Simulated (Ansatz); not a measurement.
The molecule SnP, multiplicity 2 (lowest of 2S+1 = 2, 4 at CCSD(T)/def2-TZVPP on PBE0 minima; our sources give no spin for the ground state, which may be another). No spin–orbit coupling. The T1 diagnostic near the minimum is 0.064, so single-reference values are doubtful.

Seven points along R, fitted to fifth degree in 1/R; most abundant isotopes. Runs in def2 and cc sets follow the lowest solution found near the PBE0 minimum.

Programs: Ansatz (Gaussian basis) for Hartree–Fock, density functionals and correlated methods.  In def2 rows elements past Kr take small-core potentials, without spin–orbit coupling.

| level | r_e (Å) | ω_e (cm⁻¹) | α_e (cm⁻¹) | B_e (cm⁻¹) | dipole (D) |
|---|---|---|---|---|---|
| SVWN5/def2-TZVPP | 2.338 | 411 | 0.00047 | 0.125 | 1.94 |
| PBE/def2-TZVPP | 2.368 | 396 | 0.00047 | 0.122 | 2.16 |
| B97M-V/def2-TZVPP | 2.351 | 413 | 0.00046 | 0.124 | 2.43 |
| B3LYP/def2-TZVPP | 2.356 | 407 | 0.00047 | 0.123 | 2.27 |

Ansatz is a first-principles code.
